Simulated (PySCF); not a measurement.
Species: C7H6F4.
SMILES with atom numbers: `[CH2:1]=[CH:2][CH2:3]/[C:4](=[CH:5]/[F:6])[C:7]([F:8])=[C:9]([F:10])[F:11]` (hydrogens: H12, H13 on C1; H14 on C2; H15, H16 on C3; H17 on C5)

Method: PBE0-D3(BJ)/def2-SVP geometry optimisation, gas phase (PySCF).

Problem. Give the optimised bond lengths and angles.

Solution. 
| bond | length (Å) | order |
| --- | --- | --- |
| C1=C2 | 1.333 | double |
| C2–C3 | 1.501 | single |
| C3–C4 | 1.510 | single |
| C4=C5 | 1.339 | double |
| C5–F6 | 1.324 | single |
| C4–C7 | 1.460 | single |
| C7–F8 | 1.341 | single |
| C7=C9 | 1.338 | double |
| C9–F10 | 1.306 | single |
| C9–F11 | 1.307 | single |
| C1–H12 | 1.095 | single |
| C1–H13 | 1.093 | single |
| C2–H14 | 1.097 | single |
| C3–H15, C3–H16 | 1.102 | single |
| C5–H17 | 1.094 | single |

Bonds in one row agree within 0.01 Å and their mean is given. Orders are formal, as drawn. A selection of angles:
| angle | degrees |
| --- | --- |
| C1–C2–C3 | 124.6 |
| C2–C3–C4 | 111.9 |
| C3–C4–C5 | 120.5 |
| C3–C4–C7 | 116.2 |
| C5–C4–C7 | 123.3 |
| C4–C5–F6 | 123.5 |
| C4–C7–F8 | 115.4 |
| C4–C7–C9 | 127.4 |
| F8–C7–C9 | 117.1 |
| C7–C9–F10 | 124.1 |
| C7–C9–F11 | 123.6 |
| F10–C9–F11 | 112.3 |

Torsions: C1–C2–C3–C4 -112° (anticlinal); C2–C3–C4–C5 -115° (anticlinal); C3–C4–C5–F6 -178° (antiperiplanar); C3–C4–C7–F8 38° (synclinal); C4–C7–C9–F10 0° (synperiplanar). The mirror-image conformer, all signs reversed, is as good.

The 4 C–F bonds span 1.306 Å (C9–F10, drawn single) to 1.341 Å (C7–F8, drawn single), a spread of 0.035 Å. Of the pairs four or more bonds apart, F6···F10 is among the closest relative to their van der Waals radii: 2.66 Å, 90 % of the sum of Bondi's values. The C–C distances run from 1.333 Å (C1=C2, drawn double) to 1.510 Å (C3–C4, drawn single), a spread of 0.177 Å.

Point group: C1 (no symmetry element, even within 0.4 Å). No frequency check. The numbers are those of one conformer.

Hardware: one thread, Arm Neoverse V1 (aarch64), shared host. Cost: 3.7 min of wall time, 0.87 GiB resident at most. That covers the optimisation of the geometry.
